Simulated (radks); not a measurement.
Task: These are the eigenvalues of the occupied orbitals of an atom or ion with whole-number occupations (eV). All-electron calculation, scalar-relativistic Kohn-Sham, r2SCAN, spin-polarised, spherical densities, finite nucleus; meta-GGA in the generalised Kohn-Sham scheme; Fermi nuclear charge, rms radius of each element as measured or else 0.836 A^(1/3) + 0.57 fm. Program: a radial shooting solver on a logarithmic mesh with Libxc functionals.

orbital  eigenvalue
1s down   -86865.49
1s up     -86865.48
2s up     -16468.98
2s down   -16468.90
2p up     -14329.85
2p down   -14329.77
3s up     -4840.381
3s down   -4835.034
3p up     -4221.190
3p down   -4215.734
3d up     -3581.288
3d down   -3577.118
4s up     -1908.242
4s down   -1900.776
4p up     -1690.988
4p down   -1683.925
4d up     -1442.328
4d down   -1435.103
4f up     -1183.415

Which element is it, and in what charge state? The configuration may be excited. Open shells, if any, are filled with parallel spins first.

Result: Z = 81, thallium, charge +32: Tl32+ in [Kr] 4d10 4f3. The list shows which subshells hold electrons but not how many an open one holds; the 1s level, -3192.2 hartree, gives Z - s = 79.9 by -(Z - s)^2/2, which with screening and relativity narrows Z to a few neighbours, and the depths of the outer levels then fix element, charge and occupations together.
